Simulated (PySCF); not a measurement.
cyclobutane (C4H8), singlet, geometry from GFN2-xTB, atoms displaced at random by about 0.03 Å a coordinate; R2SCAN/STO-3G, gradient in PySCF.

The PySCF input:
```python
from pyscf import gto, scf, dft

mol = gto.Mole()
mol.atom = '''
    C     0.009892    1.068375    0.122490
    C     0.011011   -1.092160    0.122215
    C    -1.065812   -0.012668   -0.018243
    C     1.083421    0.020361   -0.105407
    H    -0.022442    1.886051   -0.717839
    H    -0.001414    1.535604    1.056321
    H     0.022146   -1.827459   -0.766828
    H     0.041694   -1.593729    1.030009
    H    -1.852060   -0.011036    0.736557
    H    -1.562068    0.026511   -1.050288
    H     1.851830   -0.039702    0.671597
    H     1.552710    0.037747   -1.061268
'''
mol.basis = 'sto-3g'
mol.charge = 0
mol.spin = 0
mol.verbose = 4
mol.build()

mf = dft.RKS(mol)
mf.xc = 'r2scan'
mf.grids.level = 0
mf.kernel()
g = mf.nuc_grad_method()
g.grid_response = False
grad = g.kernel()
```

**Question.** Write the output that PySCF gives for this input, abridged.

**Answer.** 
```
PySCF version 2.14.0

[INPUT] verbose = 4
[INPUT] num. atoms = 12
[INPUT] num. electrons = 32
[INPUT] charge = 0
[INPUT] spin (= nelec alpha-beta = 2S) = 0
[INPUT] symmetry False subgroup None
[INPUT] Mole.unit = angstrom
[INPUT] Symbol           X                Y                Z      unit          X                Y                Z       unit  Magmom
[INPUT]  1 C      0.009892000000   1.068375000000   0.122490000000 AA    0.018693170824   2.018936148332   0.231472552998 Bohr   0.0
[INPUT]  2 C      0.011011000000  -1.092160000000   0.122215000000 AA    0.020807774358  -2.063883284205   0.230952878314 Bohr   0.0
[INPUT]  3 C     -1.065812000000  -0.012668000000  -0.018243000000 AA   -2.014092780275  -0.023939050546  -0.034474273690 Bohr   0.0
[INPUT]  4 C      1.083421000000   0.020361000000  -0.105407000000 AA    2.047368967602   0.038476713622  -0.199190361612 Bohr   0.0
[INPUT]  5 H     -0.022442000000   1.886051000000  -0.717839000000 AA   -0.042409233687   3.564119846962  -1.356519111532 Bohr   0.0
[INPUT]  6 H     -0.001414000000   1.535604000000   1.056321000000 AA   -0.002672072740   2.901870995787   1.996157389627 Bohr   0.0
[INPUT]  7 H      0.022146000000  -1.827459000000  -0.766828000000 AA    0.041849874755  -3.453397013872  -1.449094904648 Bohr   0.0
[INPUT]  8 H      0.041694000000  -1.593729000000   1.030009000000 AA    0.078790241038  -3.011711326777   1.946434915837 Bohr   0.0
[INPUT]  9 H     -1.852060000000  -0.011036000000   0.736557000000 AA   -3.499886166262  -0.020855017511   1.391891005131 Bohr   0.0
[INPUT] 10 H     -1.562068000000   0.026511000000  -1.050288000000 AA   -2.951880707947   0.050098529288  -1.984756671917 Bohr   0.0
[INPUT] 11 H      1.851830000000  -0.039702000000   0.671597000000 AA    3.499451529253  -0.075025906597   1.269134396080 Bohr   0.0
[INPUT] 12 H      1.552710000000   0.037747000000  -1.061268000000 AA    2.934196650873   0.071331492024  -2.005505864765 Bohr   0.0

nuclear repulsion = 127.439856542485
number of shells = 20
number of NR pGTOs = 84
number of NR cGTOs = 28
basis = sto-3g
ecp = {}

******** <class 'pyscf.dft.rks.RKS'> ********
method = RKS
initial guess = minao
damping factor = 0
level_shift factor = 0
DIIS = <class 'pyscf.scf.diis.CDIIS'>
diis_start_cycle = 1
diis_space = 8
diis_damp = 0
SCF conv_tol = 1e-09
SCF conv_tol_grad = None
SCF max_cycles = 50
direct_scf = True
direct_scf_tol = 1e-13
XC library pyscf.dft.libxc version 7.1.2
    S. Lehtola, C. Steigemann, M. J. T. Oliveira, and M. A. L. Marques,  SoftwareX 7, 1–5 (2018)
XC functionals = r2scan
    J. W. Furness, A. D. Kaplan, J. Ning, J. P. Perdew, and J. Sun,  J. Phys. Chem. Lett. 11, 8208–8215 (2020)
    J. W. Furness, A. D. Kaplan, J. Ning, J. P. Perdew, and J. Sun,  J. Phys. Chem. Lett. 11, 9248–9248 (2020)
    J. W. Furness, A. D. Kaplan, J. Ning, J. P. Perdew, and J. Sun,  J. Phys. Chem. Lett. 11, 8208–8215 (2020)
    J. W. Furness, A. D. Kaplan, J. Ning, J. P. Perdew, and J. Sun,  J. Phys. Chem. Lett. 11, 9248–9248 (2020)
radial grids:
    Treutler-Ahlrichs [JCP 102, 346 (1995); DOI:10.1063/1.469408] (M4) radial grids

becke partition: Becke, JCP 88, 2547 (1988); DOI:10.1063/1.454033
pruning grids: <function nwchem_prune>
grids dens level: 0
symmetrized grids: False
atomic radii adjust function: <function treutler_atomic_radii_adjust>
small_rho_cutoff = 0
Set gradient conv threshold to 3.16228e-05
Initial guess from minao.
tot grids = 9304
init E= -155.402024057205
  HOMO = -0.298906146047234  LUMO = 0.198819986905082  gap/eV = 13.54382
cycle= 1 E= -155.221804821309  delta_E= 0.18  |g|= 0.16  |ddm|= 4.15
  HOMO = -0.182855459727993  LUMO = 0.294593561265366  gap/eV = 12.99205
cycle= 2 E= -155.223678662062  delta_E= -0.00187  |g|= 0.141  |ddm|= 0.414
  HOMO = -0.211406379110608  LUMO = 0.276987549691697  gap/eV = 13.28988
cycle= 3 E= -155.230162623073  delta_E= -0.00648  |g|= 0.00515  |ddm|= 0.198
  HOMO = -0.210837336433144  LUMO = 0.277326370763619  gap/eV = 13.28361
cycle= 4 E= -155.230171666183  delta_E= -9.04e-06  |g|= 0.00184  |ddm|= 0.0102
  HOMO = -0.210823417099122  LUMO = 0.277316717337845  gap/eV = 13.28297
cycle= 5 E= -155.230172674355  delta_E= -1.01e-06  |g|= 0.000488  |ddm|= 0.00307
  HOMO = -0.210841829740869  LUMO = 0.277314081849144  gap/eV = 13.28340
cycle= 6 E= -155.23017274888  delta_E= -7.45e-08  |g|= 5.08e-05  |ddm|= 0.00069
  HOMO = -0.210843113056393  LUMO = 0.277312126119529  gap/eV = 13.28338
cycle= 7 E= -155.230172749672  delta_E= -7.92e-10  |g|= 1.01e-05  |ddm|= 7.86e-05
  HOMO = -0.210842858685599  LUMO = 0.2773115537239  gap/eV = 13.28336
Extra cycle  E= -155.230172749669  delta_E= 3.18e-12  |g|= 1.09e-05  |ddm|= 2.9e-05
converged SCF energy = -155.230172749669

******** <class 'pyscf.grad.rks.Gradients'> for <class 'pyscf.dft.rks.RKS'> ********
unit = Eh/Bohr
grid_response = False
--------------- RKS gradients ---------------
         x                y                z
0 C     0.0115725050    -0.0506599313     0.0913640702
1 C    -0.0096016710     0.0131357774     0.1166274989
2 C     0.0447152300    -0.0057249878     0.0315721706
3 C    -0.0165143672     0.0238840616    -0.0543111856
4 H    -0.0000663454     0.0289154829    -0.0372903257
5 H    -0.0052956566    -0.0231795243    -0.0472694835
6 H     0.0044495129    -0.0141636735    -0.0348349746
7 H    -0.0041322619     0.0267021112    -0.0516571896
8 H     0.0082854122    -0.0002618862    -0.0070912054
9 H    -0.0136441188     0.0058840611    -0.0286207725
10 H    -0.0099288082    -0.0072992820    -0.0011125192
11 H    -0.0090274010     0.0018218701     0.0288024656
----------------------------------------------
```
